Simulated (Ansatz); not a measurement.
Species: C$_{2}$H$_{6}$ClGaO$_{2}$, net charge 0, singlet state. 
Geometry from a B3LYP-D3(BJ)/def2-TZVP (Ansatz, a first-principles code) optimisation:
```
Ga
O 1 1.7675
C 2 1.4220 1 123.89
H 3 1.0928 2 109.05 1 -121.02
H 3 1.0928 4 108.64 2 118.78
H 3 1.0937 4 108.47 5 117.71
O 1 1.7676 2 118.82 3 -179.90
C 7 1.4220 1 123.88 2 -179.76
H 8 1.0927 7 108.99 1 -122.26
H 8 1.0928 9 108.64 7 118.81
H 8 1.0937 9 108.47 10 117.71
Cl 1 2.1547 2 120.59 3 0.03
```

Basis-set convergence of Hartree-Fock and CCSD(T) correlation energies (hartree) with Ansatz. Cores are frozen in the correlated levels unless marked. Spin-orbit coupling is left out. The frozen core is the preceding noble-gas configuration, with the filled d and f shells of earlier blocks. No relativistic terms.

```json
[
 {"basis": "def2-SVP", "functions": "136", "E(HF)": "-2611.22644", "E(corr, CCSD(T))": "-0.92410"},
 {"basis": "def2-TZVPP", "functions": "298", "E(HF)": "-2611.90783", "E(corr, CCSD(T))": "-1.17459"},
 {"basis": "def2-QZVPP", "functions": "567", "E(HF)": "-2611.97215", "E(corr, CCSD(T))": "-1.25492"}
]
```

Extrapolating the two largest sets (X = 3 and 4) as X^-3: E(corr) = (64·(-1.25492) - 27·(-1.17459))/37 = -1.3135 Eh, an estimate of the basis-set limit. The largest set recovers 95.5 % of it, the smallest 70.4 %.
